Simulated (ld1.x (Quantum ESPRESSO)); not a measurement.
lead (Pb), TM semilocal: configuration errors across variants

Pb (Z = 82), norm-conserving Troullier–Martins (semilocal form), made with ld1.x (Quantum ESPRESSO) 7.5 (PBE, scalar-relativistic). Core [Kr] 4d10 4f14, reference 5s2 5p6 5d10 6s2 6p2. Waves: 5s (bound): rc 1.25 bohr; 5p (bound): rc 1.30 bohr; 5d (bound): rc 1.30 bohr. Local part: the d channel. Core correction: none.

Occupied shells without a wave of their own: 6p, 6s. They enter only through the test configuration that unscreens the potential.

All-electron excitation energies from the reference (eV): (1) 5s2 5p6 5d10 6s2 6p1 6.575; (2) 5s2 5p6 5d10 6s2 6p0 20.020; (3) 5s2 5p6 5d10 6s1 6p0 52.430; (4) 5s2 5p6 5d9 6s2 6p2 27.163; (5) 5s2 5p6 5d10 6s2 6p2.3 -0.799; (6) 5s2 5p6 5d10 6s2 6p1.5 2.492; (7) 5s2 5p6 5d10 6s0 6p0 95.133.

A semilocal file is local in each channel, so a ghost entry of none says nothing of the separable form that plane-wave codes build from it.

For the base: The 6p, 6s levels have no wave, so the channel is fitted at the deeper level alone: the likely source of the large errors.

Tests that are not counted but printed errors over 1 eV. “all radii scaled by about 1.09 (s 1.36, p 1.42, d 1.42 bohr)”: all (the test run did not reproduce the reference configuration, from which every error is measured).

4 further variants failed, have other tests or too few solved ones, and are left out.

The file “base” misses its own reference levels by 2.5 eV. The file “all radii scaled by about 0.74 (s 0.92, p 0.96, d 0.96 bohr)” misses its own reference levels by 0.3 eV. The file “all radii scaled by about 0.82 (s 1.02, p 1.06, d 1.06 bohr)” misses its own reference levels by 0.5 eV. The file “all radii scaled by about 1.09 (s 1.36, p 1.42, d 1.42 bohr)” misses its own reference levels by 5.5 eV.

Errors AE − PS in meV (a dash: test not solved or not reliable):

| change | (1) | (2) | (3) | (4) | (5) | (6) | (7) | bound ghosts |
| --- | --- | --- | --- | --- | --- | --- | --- | --- |
| base | -293 | -790 | -4556 | -34 | +52 | -123 | -9299 | none |
| all radii scaled by about 0.74 (s 0.92, p 0.96, d 0.96 bohr) | -74 | -199 | -659 | -5.9 | +13 | -31 | -1234 | none |
| all radii scaled by about 0.82 (s 1.02, p 1.06, d 1.06 bohr) | -88 | -236 | -995 | -9.4 | +16 | -37 | -1948 | none |
| all radii scaled by about 1.09 (s 1.36, p 1.42, d 1.42 bohr) | – | – | – | – | – | – | – | none |

Problem. Give the same row for: all radii scaled by about 0.88 (s 1.10, p 1.14, d 1.14 bohr).

Solution. -130, -350, -1718, -13, +23, -54, -3439; bound ghosts: none.
